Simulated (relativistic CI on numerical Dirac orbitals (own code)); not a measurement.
# Calculated levels, Dy

Computed by Dirac-Coulomb-Breit CI, orbitals from a KLI potential per configuration, model QED (radiative potential, 1s self-energy scaled to tabulated hydrogen-like ionisation energies), valence Slater integrals scaled by 0.85, P86 correlation estimate, and configurations built on the next ion tied to the tabulated ionisation energy (semi-empirical) (own radial code, finite nucleus).

CI space (outside the closed core [Xe]): 4f10 6s2, 4f9 6s2 5d, 4f10 6s 6p, 4f10 6s 6d, 4f10 6s 7s, 4f10 6s 7p, 4f10 6s 7d, 4f10 6s 8s, 4f11 6g, 4f10 7s2, 4f11 6s, 4f12. Levels of other configurations are missing.

```tsv
No.	Configuration	Term	J	E (eV)	%	jj configuration (%)
1	4f9(6H°) 5d	7H°	8	0.0000	77	4f5/2^5 4f7/2^4 5d3/2 (26)
2	4f9(6H°) 5d	7H°	7	0.1179	57	4f5/2^5 4f7/2^4 5d3/2 (38)
3	4f9(6H°) 5d	7I°	9	0.2317	87	4f5/2^5 4f7/2^4 5d5/2 (31)
4	4f9(6H°) 5d	7H°	6	0.3256	41	4f5/2^5 4f7/2^4 5d3/2 (44)
5	4f9(6H°) 5d	7I°	8	0.5300	57	4f5/2^5 4f7/2^4 5d5/2 (33)
6	4f9(6H°) 5d	7F°	6	0.5477	56	4f5/2^5 4f7/2^4 5d3/2 (33)
7	4f9(6H°) 5d	7G°	7	0.5742	58	4f5/2^5 4f7/2^4 5d3/2 (24)
8	4f9(6H°) 5d	7H°	5	0.5957	60	4f5/2^4 4f7/2^5 5d3/2 (38)
9	4f9(6H°) 5d	7K°	10	0.6018	93	4f5/2^5 4f7/2^4 5d5/2 (44)
10	4f9(6H°) 5d	5K°	9	0.7387	51	4f5/2^5 4f7/2^4 5d3/2 (27)
11	4f9(6H°) 5d	7H°	4	0.8025	70	4f5/2^4 4f7/2^5 5d3/2 (36)
12	4f9(6H°) 5d	7I°	7	0.8169	49	4f5/2^4 4f7/2^5 5d5/2 (33)
13	4f9(6H°) 5d	7F°	5	0.8597	55	4f5/2^4 4f7/2^5 5d3/2 (28)
14	4f9(6H°) 5d	7I°	6	0.8991	50	4f5/2^4 4f7/2^5 5d3/2 (30)
15	4f9(6H°) 5d	5I°	8	0.9314	73	4f5/2^5 4f7/2^4 5d5/2 (29)
16	4f9(6H°) 5d	7H°	3	0.9680	78	4f5/2^4 4f7/2^5 5d3/2 (25)
17	4f9(6H°) 5d	5H°	7	1.0654	56	4f5/2^5 4f7/2^4 5d5/2 (34)
18	4f9(6H°) 5d	7G°	6	1.0680	29	4f5/2^4 4f7/2^5 5d5/2 (34)
19	4f9(6H°) 5d	7K°	8	1.0691	58	4f5/2^5 4f7/2^4 5d3/2 (30)
20	4f9(6H°) 5d	7H°	2	1.0983	88	4f5/2^4 4f7/2^5 5d3/2 (24)
21	4f9(6H°) 5d	7I°	5	1.1031	65	4f5/2^3 4f7/2^6 5d3/2 (21)
22	4f9(6H°) 5d	7K°	9	1.1068	53	4f5/2^5 4f7/2^4 5d5/2 (48)
23	4f9(6H°) 5d	7F°	4	1.1175	47	4f5/2^5 4f7/2^4 5d3/2 (23)
24	4f9(6H°) 5d	5G°	6	1.1318	61	4f5/2^5 4f7/2^4 5d5/2 (32)
25	4f9(6F°) 5d	7P°	4	1.1676	71	4f5/2^5 4f7/2^4 5d3/2 (38)
26	4f9(6H°) 5d	7I°	4	1.2432	66	4f5/2^4 4f7/2^5 5d3/2 (30)
27	4f10 6s2‡	5I	8	1.2489	93	4f7/2^4 (58)
28	4f9(6H°) 5d	7G°	5	1.2702	40	4f5/2^4 4f7/2^5 5d5/2 (26)
29	4f9(6H°) 5d	7K°	7	1.2753	70	4f5/2^4 4f7/2^5 5d3/2 (42)
30	4f9(6H°) 5d	7F°	3	1.2804	36	4f5/2^4 4f7/2^5 5d3/2 (31)
31	4f9(6H°) 5d	7I°	3	1.3310	67	4f5/2^4 4f7/2^5 5d3/2 (25)
32	4f9(6H°) 5d	5G°	5	1.3887	42	4f5/2^5 4f7/2^4 5d5/2 (34)
33	4f9(6H°) 5d	5I°	7	1.4104	39	4f5/2^4 4f7/2^5 5d5/2 (31)
34	4f9(6F°) 5d	7D°	5	1.4123	34	4f5/2^5 4f7/2^4 5d5/2 (26)
35	4f9(6F°) 5d	7P°	3	1.4124	34	4f5/2^5 4f7/2^4 5d3/2 (23)
36	4f9(6F°) 5d	7F°	6	1.4157	27	4f5/2^4 4f7/2^5 5d5/2 (21)
37	4f9(6H°) 5d	7G°	4	1.4320	40	4f5/2^4 4f7/2^5 5d5/2 (22)
38	4f9(6H°) 5d	7K°	6	1.4330	62	4f5/2^4 4f7/2^5 5d3/2 (31)
39	4f9(6H°) 5d	7G°	2	1.4519	41	4f5/2^5 4f7/2^4 5d3/2 (20)
40	4f9(6F°) 5d	7H°	8	1.4543	48	4f5/2^4 4f7/2^5 5d5/2 (37)
41	4f9(6F°) 5d	7H°	7	1.4799	52	4f5/2^5 4f7/2^4 5d3/2 (26)
42	4f9(6H°) 5d	5H°	6	1.4831	25	4f5/2^4 4f7/2^5 5d5/2 (23)
43	4f9(6F°) 5d	7H°	8	1.5145	47	4f5/2^5 4f7/2^4 5d5/2 (42)
44	4f9(6F°) 5d	7G°	5	1.5554	28	4f5/2^4 4f7/2^5 5d3/2 (28)
45	4f9(6H°) 5d	7G°	1	1.5678	66	4f5/2^4 4f7/2^5 5d3/2 (21)
46	4f9(6H°) 5d	7K°	5	1.5791	63	4f5/2^4 4f7/2^5 5d3/2 (30)
47	4f9(6F°) 5d	7H°	6	1.5803	46	4f5/2^5 4f7/2^4 5d3/2 (23)
48	4f9(6F°) 5d	7F°	3	1.5985	37	4f5/2^4 4f7/2^5 5d5/2 (31)
49	4f9(6H°) 5d	7F°	4	1.6021	44	4f5/2^4 4f7/2^5 5d5/2 (26)
50	4f9(6H°) 5d	7G°	2	1.6174	38	4f5/2^4 4f7/2^5 5d3/2 (24)
51	4f9(6H°) 5d	5F°	5	1.6593	42	4f5/2^4 4f7/2^5 5d5/2 (30)
52	4f9(6F°) 5d	7G°	7	1.6690	66	4f5/2^5 4f7/2^4 5d5/2 (36)
53	4f9(6H°) 5d	7K°	4	1.6822	83	4f5/2^4 4f7/2^5 5d3/2 (33)
54	4f9(6F°) 5d	7F°	1	1.6995	62	4f5/2^4 4f7/2^5 5d5/2 (25)
55	4f9(6H°) 5d	5G°	4	1.7020	56	4f5/2^4 4f7/2^5 5d5/2 (29)
56	4f9(6H°) 5d	5I°	6	1.7091	36	4f5/2^4 4f7/2^5 5d5/2 (23)
57	4f9(6F°) 5d	7F°	0	1.7136	90	4f5/2^4 4f7/2^5 5d5/2 (27)
58	4f9(6F°) 5d	7G°	4	1.7547	24	4f5/2^4 4f7/2^5 5d5/2 (21)
59	4f9(6H°) 5d	5I°	5	1.7548	25	4f5/2^5 4f7/2^4 5d5/2 (28)
60	4f9(6F°) 5d	7P°	2	1.7551	34	4f5/2^4 4f7/2^5 5d5/2 (28)
61	4f9(6H°) 5d	5K°	7	1.7656	67	4f5/2^5 4f7/2^4 5d5/2 (28)
62	4f9(6F°) 5d	7H°	5	1.7687	38	4f5/2^4 4f7/2^5 5d3/2 (20)
63	4f10 6s2‡	5I	7	1.7740	97	4f5/2^5 4f7/2^5 (76)
64	4f9(6H°) 5d	7F°	3	1.7982	44	4f5/2^4 4f7/2^5 5d5/2 (21)
65	4f9(6F°) 5d	7G°	6	1.8429	48	4f5/2^4 4f7/2^5 5d5/2 (32)
66	4f9(6F°) 5d	7H°	3	1.9006	28	4f5/2^4 4f7/2^5 5d3/2 (28)
67	4f9(6F°) 5d	7H°	4	1.9128	45	4f5/2^4 4f7/2^5 5d3/2 (21)
68	4f9(6H°) 5d	5H°	5	1.9237	32	4f5/2^4 4f7/2^5 5d5/2 (29)
69	4f9(6H°) 5d	5I°	4	1.9317	38	4f5/2^4 4f7/2^5 5d5/2 (35)
70	4f9(6H°) 5d	5G°	3	1.9447	58	4f5/2^4 4f7/2^5 5d5/2 (30)
```

Energies count from the lowest computed level; ° marks odd parity. Percentages are summed over parent terms; the parents shown are those of the largest component, closed shells are left out there. Filled j subshells are mostly left out of the jj labels. ‡ marks configurations that were not tied to measured data.

The mean weight of the leading LS term, summed over parents, in these 70 levels is 53 %, and that of the leading jj configuration (from the same eigenvectors) 31 %, so LS coupling describes them better.

Configurations that consist of the next ion and one excited electron were tied to the tabulated ionisation energy; Rydberg ones are usually within 1,000 to 3,000 cm⁻¹ and the lowest ones within about 6,000 (9,000 in d shells), while levels on excited terms of the next ion carry the error of that term, and the other configurations can be misplaced by 10,000 cm⁻¹ or more. Rates follow the energies as ν³ (E1, M1) or ν⁵ (E2), so rates, branching and lifetimes can be off by large factors. The fine structure of a lone outer electron comes out too small, for d and f at times inverted, and misplaced configurations move strength between like terms. 15 of the 18 excited levels that our extract of the measured tables holds in this range could be paired (the sources list more); they are missed by 13011 cm⁻¹ on average and 18195 at most, and levels without a partner can miss by more. Some levels of the ground configuration have no partner and can miss by 10 % or more. The computed lowest level isn't the tabulated ground level, which NIST ASD gives as 4f10 6s2 5I8.

LS names give the leading component of a level, which can be under half, so a name can repeat, a term be missing and a line seem to break the LS rules.
